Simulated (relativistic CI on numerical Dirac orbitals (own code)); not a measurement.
Line list: Electric-dipole lines, Si II

Method of calculation: Dirac-Coulomb-Breit CI, KLI orbitals optimised for each configuration, QED by a radiative potential, valence Slater integrals scaled by 0.85, P86 correlation energy added to each configuration (own radial code, finite nucleus).

Configurations in the expansion (outside the closed core [Ne]): 3s²3p, 3s3p², 3s²4s, 3s²3d, 3s²4p, 3s²5s, 3s²4d, 3s²4f, 3s²5p, 3s3p3d, 3s²5d, 3s²5f, 3s²5g, 3s3p4s, 3p³, 3s3p4p. Levels of other configurations are missing.

```tsv
λ vac (nm)	Lower	Upper	A (s⁻¹)	log gf	S velocity/length
120.98	3s3p² ⁴P1/2 [3]	3s3p3d ⁴D°3/2 [45]	1.41e+09	0.09	0.71
121.02	3s3p² ⁴P1/2 [3]	3s3p3d ⁴D°1/2 [44]	3.18e+09	0.15	0.72
121.09	3s3p² ⁴P3/2 [4]	3s3p3d ⁴D°5/2 [46]	2.49e+09	0.52	0.72
121.14	3s3p² ⁴P3/2 [4]	3s3p3d ⁴D°3/2 [45]	2.27e+09	0.30	0.72
121.29	3s3p² ⁴P5/2 [5]	3s3p3d ⁴D°7/2 [47]	3.99e+09	0.85	0.72
121.34	3s3p² ⁴P5/2 [5]	3s3p3d ⁴D°5/2 [46]	1.48e+09	0.29	0.72
121.87	3s3p² ⁴P1/2 [3]	3p³ ⁴S°3/2 [43]	8.48e+08	-0.12	0.52
122.03	3s3p² ⁴P3/2 [4]	3p³ ⁴S°3/2 [43]	1.74e+09	0.19	0.52
122.28	3s3p² ⁴P5/2 [5]	3p³ ⁴S°3/2 [43]	2.64e+09	0.37	0.52
122.42	3s3p² ⁴P1/2 [3]	3s3p3d ⁴P°3/2 [41]	1.08e+09	-0.01	0.73
122.48	3s3p² ⁴P3/2 [4]	3s3p3d ⁴P°1/2 [42]	1.46e+09	-0.18	0.74
122.73	3s3p² ⁴P3/2 [4]	3s3p3d ⁴P°5/2 [40]	8.69e+08	0.07	0.73
122.98	3s3p² ⁴P5/2 [5]	3s3p3d ⁴P°5/2 [40]	1.05e+09	0.16	0.74
132.98	3s3p² ⁴P5/2 [5]	3s3p4s ⁴P°5/2 [31]	7.14e+08	0.06	0.80
144.46	3s3p² ²D5/2 [7]	3s3p3d ²P°3/2 [48]	1.06e+09	0.12	0.60
488.11	3s²4p ²P°1/2 [12]	3s²4d ²D3/2 [17]	1.19e+08	0.23	0.86
489.49	3s²4p ²P°3/2 [13]	3s²4d ²D5/2 [18]	1.43e+08	0.49	0.86
617.45	3s²4s ²S1/2 [8]	3s²4p ²P°3/2 [13]	7.17e+07	0.21	0.76
967.09	3s²4f ²F°7/2 [23]	3s²5g ²G9/2 [38]	7.02e+07	0.99	1.00
967.11	3s²4f ²F°5/2 [24]	3s²5g ²G7/2 [37]	6.77e+07	0.88	1.00
```

Terms are leading LS components. Brackets give the number of a level in order of energy, since labels repeat. The list gives strong lines, with weight on those to low levels, among the lowest 49 of 81 levels, so that lines to higher ones, which can be the strongest, are missing, and without lines across small gaps between configurations, and without 80 lines that miss the measured interval by over 3.5 %, start from a term whose rates miss tabulated ones by over 60 %, have gauges far apart or, lacking measured levels, span too small a gap for the errors found; lines with a level outside our table were not tested and can miss by more. Levels whose partners in the same complex of configurations lie outside the list can be far off, and so can their lines. Rates are taken at the computed energies, electric ones in the length gauge. A velocity-to-length ratio far from 1 marks an uncertain rate.

For a near-neutral ion this model can misplace configurations by up to about 10,000 cm⁻¹ (more where the count of f electrons changes) and terms by 10 to 25 % of their spread. Rates follow the energies as ν³ (E1, M1) or ν⁵ (E2), so they and the lifetimes can be off by large factors. The fine structure of a lone outer electron comes out too small, for d and f at times inverted, and misplaced configurations move strength between like terms. 48 of the 48 excited levels that our extract of the measured tables holds in this range could be paired (the sources list more); they are missed by 3728 cm⁻¹ on average and 9096 at most, and levels without a partner can miss by more.

**Question.** From the table, what is the radiative lifetime of 3p³ ⁴S°3/2?

**Answer.** The listed rates from this level add up to about 5.22e+09 s⁻¹, 100 % of its decay; with all channels τ = 1.91e-10 s.
